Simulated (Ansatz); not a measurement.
Compare A (`F/C=C(/F)C=C(F)F`) with its isomer B (`FC1=CC(F)(F)C1F`).

Program: Ansatz. Geometries: PBE0-D4/def2-TZVP. ΔE: electronic, gas phase. CBS: MP2 limit from def2 TZ/QZ plus the TZ coupled-cluster correction, frozen cores. DFT in def2-TZVPP. B3LYP here is the variant with VWN-RPA as its local correlation; programs differ in this. Each species was taken in one conformer, which may not be the lowest.

Problem. Which is lower in electronic energy at CCSD(T)/CBS, and by how much? (Best estimate.)

Solution. Computed: B, by 2.8 kcal/mol.

Problem. Give E(B) − E(A) in kcal/mol with B3LYP, CCSD(T)/def2-TZVPP, ωB97M-V, MP2/def2-TZVPP, B2PLYP, LDA (SPW92), PBE0-D4. (Estimate.)

Solution. Computed: B3LYP 4.0, CCSD(T)/def2-TZVPP -1.9, ωB97M-V -2.5, MP2/def2-TZVPP -3.4, B2PLYP 1.2, LDA (SPW92) -0.8, PBE0-D4 -2.0. The order is the other way round with B3LYP, B2PLYP.

Problem. Does the order hold for the free energy at 298.15 K (harmonic terms from PBE0-D4)? (Estimate.)

Solution. Computed: Yes: G(B) − G(A) = -1.2 kcal/mol, for one conformer each. Modes under 60 cm⁻¹, often nearly free rotors, make the harmonic entropy too high.

Largest T1 diagnostic: 0.013.

At CCSD(T), def2-SVP lies +3.9 kcal/mol from the extrapolated value and def2-TZVPP +0.9 kcal/mol. Leaving LDA and LC-ωPBE aside and taking each functional with its dispersion term where it has one, the values, not all of them listed here, spread over 11.1 kcal/mol, from PBE-QIDH to BLYP-D4. LDA lies −2.4 kcal/mol from PBE without D4.
